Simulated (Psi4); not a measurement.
H₂Cl₂Si (SMILES Cl[SiH2]Cl), singlet, geometry from GFN2-xTB, atoms displaced at random by about 0.05 Å a coordinate. Base run: HF/STO-3G (Psi4).

The Psi4 input:
```
memory 2 GB

molecule {
0 1
Si   -0.02467262   -0.82500150   -0.04614580
Cl    1.72529710    0.38718633   -0.02886503
Cl   -1.64575337    0.53950616   -0.07408535
H    -0.12712996   -1.50902920    1.24765817
H    -0.04772904   -1.66877980   -1.18459635
}

set {
  basis sto-3g
}

optimize('scf')
print_variables()
```

Variants of this job, named by their change:

| change | ΔE vs base (kcal/mol) | optimiser steps |
|---|---|---|
| base | 0.000 | 6 |
| intrafrag_hess = fischer | 0.000 | 5 |
| opt_coordinates = both | 0.000 | 8 |
| intrafrag_hess = simple | 0.000 | 6 |
| hess_update = bofill | 0.000 | 6 |
| hess_update = powell | 0.000 | 5 |
| intrafrag_step_limit = 0.05 | 0.000 | 6 |
